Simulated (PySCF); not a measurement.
The group X on silaethenyl-X is varied. All species are isolated molecules in the gas phase. One relaxed conformer stands for each flexible species; it need not be the lowest. Strings in code marks are SMILES.

The HOMO–LUMO gap from two functionals at the same geometries (PBE0-D3(BJ)/def2-TZVP), both in PySCF: PBE-D3(BJ)/def2-TZVP and PBE0-D3(BJ)/def2-TZVP. 

| species | PBE0-D3(BJ)/def2-TZVP (eV) |
|---|---|
| X = ethyl | 5.59 |
| X = hydroxy (`C=[SiH]O` (C–Si–O–H torsion 0°)) | 5.92 |
| X = formyl (`C=[SiH]C=O` (C–Si–C–O torsion 0°)) | 4.31 |
| X = ethynyl | 4.90 |
| X = difluoromethyl (`FC([SiH]=C)F` (C–Si–C–F torsion 11°)) | 5.42 |
| X = thioformyl (`C=[SiH]C=S` (C–Si–C–S torsion 0°)) | 3.31 |

Question: What does PBE-D3(BJ)/def2-TZVP give for each?

Answer: 
- X = ethyl: 3.78
- X = hydroxy (`C=[SiH]O` (C–Si–O–H torsion 0°)): 4.03
- X = formyl (`C=[SiH]C=O` (C–Si–C–O torsion 0°)): 2.35
- X = ethynyl: 3.16
- X = difluoromethyl (`FC([SiH]=C)F` (C–Si–C–F torsion 11°)): 3.61
- X = thioformyl (`C=[SiH]C=S` (C–Si–C–S torsion 0°)): 1.29
Over these rows, drawn at random from the members with no instability flagged (it was tested for open shells, ions and some series alone), PBE minus PBE0-D3(BJ): mean -1.87 eV, from -2.02 eV to -1.74 eV.
